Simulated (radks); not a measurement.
Values are calculated unless marked as measured or tabulated.
Pr51+, configuration [He] 2s2 2p4. Code: a radial shooting solver on a logarithmic mesh with Libxc functionals. Model: Dirac Kohn-Sham, PBE, spin-unpolarised, spherical densities, point nucleus; open shells are shared between the two j in proportion to 2j + 1.

Unscreened Slater integrals over Kohn-Sham orbitals (cm^-1). Large and small components are both included.

| integral | value |
|---|---|
| F0(2p3/2,2p3/2) | 2247300 |
| F2(2p3/2,2p3/2) | 1075500 |
| F0(2p3/2,2p1/2) | 2323300 |
| G2(2p3/2,2p1/2) | 1060300 |
| F0(2p3/2,2s1/2) | 2092600 |
| G1(2p3/2,2s1/2) | 1175000 |
| F0(2p3/2,1s1/2) | 3042000 |
| G1(2p3/2,1s1/2) | 556210 |
| F0(2p1/2,2p1/2) | 2410200 |
| F0(2p1/2,2s1/2) | 2152100 |
| G1(2p1/2,2s1/2) | 1148400 |
| F0(2p1/2,1s1/2) | 3301800 |
| G1(2p1/2,1s1/2) | 601880 |
| F0(2s1/2,2s1/2) | 1995800 |
| F0(2s1/2,1s1/2) | 2843100 |
| G0(2s1/2,1s1/2) | 316620 |
| F0(1s1/2,1s1/2) | 8630500 |
